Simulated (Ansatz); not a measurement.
`[K][I]` + NH₃ → `[NH2][K]` + HI at 298.15 K and 1 bar (ligand exchange at a K–I bond).

Gas-phase electronic energies from Ansatz, PBE0-D4/def2-TZVP geometries. CBS: MP2 limit from def2 TZ/QZ plus the TZ coupled-cluster correction, frozen cores. This one scheme is used for every species. def2 core potentials past Kr. For I, K outer-core shells are correlated without core-valence functions, which leaves a few kJ/mol of doubt a bond. Scalar relativity is left out up to krypton.

```csv
species,CCSD(T)/CBS energy (Eh),H − E (kJ/mol),S (J/(mol·K))
`[K][I]`,-896.96383,11.3,258.3
NH₃,-56.50880,100.5,192.4
`[NH2][K]`,-655.33366,69.9,254.8
HI,-298.03592,22.7,206.5
```

H − E and S are ideal-gas, rigid-rotor, harmonic terms from PBE0-D4/def2-TZVP. 1 Eh = 2625.50 kJ/mol, R = 8.31446 J/(mol·K).

Question: By hand: ΔE, ΔH, ΔS and ΔG.

Answer: ΔE = (-655.33366) + (-298.03592) − (-896.96383) − (-56.50880) = 0.10305 Eh = 270.6 kJ/mol. Δ(H − E) = 69.9 + 22.7 − 11.3 − 100.5 = -19.2, so ΔH = 251.4 kJ/mol. ΔS = 254.8 + 206.5 − 258.3 − 192.4 = 10.6 J/(mol·K). ΔG = 251.4 − 298.15 × (10.6)/1000 = 248.2 kJ/mol.

Question: By hand: the equilibrium constant, and the temperature at which ΔG would vanish if ΔH and ΔS stayed fixed.

Answer: log₁₀ K = −ΔG/(RT ln 10) = -43.5. ΔG = 0 at ΔH/ΔS = 23717 K, far beyond where these terms or the molecules hold.

The number of gas molecules stays the same, so ΔS is small and ΔH decides. A doubt of 5 kJ/mol in ΔE shifts log₁₀ K by 0.9 here. These are equilibria of isolated gas molecules and say nothing of rates. Largest T1 diagnostic: 0.010 (customary marks: 0.02 for closed shells, 0.045 for open ones).
